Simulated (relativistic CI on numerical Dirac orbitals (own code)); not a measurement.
Line list: Electric-dipole lines, Dy LVI

Calculated at this level of theory: Dirac-Coulomb-Breit CI, KLI orbitals optimised for each configuration, a model potential for QED, unscaled Slater integrals (own radial code, finite nucleus).

Configuration list (outside the closed core [Ne]): 3s, 3p, 3d, 4s, 4p, 4d, 4f, 5s, 5p, 5d, 5f, 5g, 6s, 6p, 6d. Levels of other configurations are missing.

| λ vac (Å) | Lower | Upper | A (s⁻¹) | log gf | S velocity/length |
| --- | --- | --- | --- | --- | --- |
| 3.7306 | 3p ²P°3/2 [3] | 5d ²D5/2 [17] | 3.62e+13 | -0.34 | 0.98 |
| 3.9024 | 3d ²D3/2 [4] | 5f ²F°5/2 [18] | 4.80e+13 | -0.18 | 0.99 |
| 3.9585 | 3d ²D5/2 [5] | 5f ²F°7/2 [19] | 4.96e+13 | -0.03 | 0.99 |
| 4.7515 | 3s ²S1/2 [1] | 4p ²P°3/2 [8] | 2.40e+13 | -0.49 | 1.01 |
| 4.8873 | 3p ²P°1/2 [2] | 4d ²D3/2 [9] | 5.49e+13 | -0.10 | 0.99 |
| 4.9197 | 3s ²S1/2 [1] | 4p ²P°1/2 [7] | 3.48e+13 | -0.60 | 1.00 |
| 5.2982 | 3p ²P°3/2 [3] | 4d ²D5/2 [10] | 6.91e+13 | 0.24 | 0.99 |
| 5.6093 | 3d ²D3/2 [4] | 4f ²F°5/2 [11] | 1.35e+14 | 0.58 | 1.00 |
| 5.7139 | 3d ²D5/2 [5] | 4f ²F°7/2 [12] | 1.41e+14 | 0.74 | 1.00 |
| 7.7523 | 4p ²P°3/2 [8] | 6d ²D5/2 [26] | 8.49e+12 | -0.34 | 0.99 |
| 10.832 | 4p ²P°1/2 [7] | 5d ²D3/2 [16] | 9.94e+12 | -0.16 | 0.99 |
| 11.626 | 4p ²P°3/2 [8] | 5d ²D5/2 [17] | 1.35e+13 | 0.22 | 1.00 |
| 12.143 | 4d ²D3/2 [9] | 5f ²F°5/2 [18] | 2.38e+13 | 0.50 | 1.00 |
| 12.346 | 4d ²D5/2 [10] | 5f ²F°7/2 [19] | 2.53e+13 | 0.67 | 1.00 |
| 12.731 | 4f ²F°5/2 [11] | 5g ²G7/2 [20] | 4.09e+13 | 0.90 | 1.00 |
| 12.817 | 4f ²F°7/2 [12] | 5g ²G9/2 [21] | 4.20e+13 | 1.01 | 1.00 |
| 20.241 | 5p ²P°1/2 [14] | 6d ²D3/2 [25] | 2.73e+12 | -0.17 | 0.99 |
| 21.595 | 5p ²P°3/2 [15] | 6d ²D5/2 [26] | 3.88e+12 | 0.21 | 1.00 |
| 32.566 | 3p ²P°1/2 [2] | 3d ²D3/2 [4] | 5.94e+11 | -0.42 | 1.04 |
| 35.178 | 3s ²S1/2 [1] | 3p ²P°3/2 [3] | 6.73e+11 | -0.30 | 1.01 |
| 58.406 | 3p ²P°3/2 [3] | 3d ²D5/2 [5] | 1.26e+11 | -0.41 | 1.07 |
| 82.198 | 4p ²P°1/2 [7] | 4d ²D3/2 [9] | 1.59e+11 | -0.19 | 1.01 |
| 85.667 | 4s ²S1/2 [6] | 4p ²P°3/2 [8] | 1.61e+11 | -0.15 | 1.00 |
| 149.04 | 4p ²P°3/2 [8] | 4d ²D5/2 [10] | 3.25e+10 | -0.19 | 0.99 |
| 165.28 | 5p ²P°1/2 [14] | 5d ²D3/2 [16] | 5.37e+10 | -0.06 | 1.00 |
| 170.38 | 5s ²S1/2 [13] | 5p ²P°3/2 [15] | 5.24e+10 | -0.04 | 1.00 |
| 290.56 | 6p ²P°1/2 [23] | 6d ²D3/2 [25] | 2.17e+10 | 0.04 | 1.01 |
| 298.22 | 6s ²S1/2 [22] | 6p ²P°3/2 [24] | 2.08e+10 | 0.05 | 1.01 |
| 300.37 | 5p ²P°3/2 [15] | 5d ²D5/2 [17] | 1.09e+10 | -0.05 | 1.00 |
| 528.19 | 6p ²P°3/2 [24] | 6d ²D5/2 [26] | 4.42e+09 | 0.05 | 1.01 |

Terms are leading LS components. Brackets give the number of a level in order of energy, since labels repeat. The list gives strong lines, with weight on those to low levels. Levels whose partners in the same complex of configurations lie outside the list can be far off, and so can their lines. Rates are taken at the computed energies, electric ones in the length gauge. A velocity-to-length ratio far from 1 marks an uncertain rate.

At this charge energies of transitions that change n are usually good to better than 1 %, and those within a shell (Δn = 0) to a few per cent.

**Question.** From the table, what is the radiative lifetime of 5d ²D5/2?

**Answer.** The listed rates from this level add up to about 4.97e+13 s⁻¹, 98 % of its decay; with all channels τ = 1.98e-14 s.
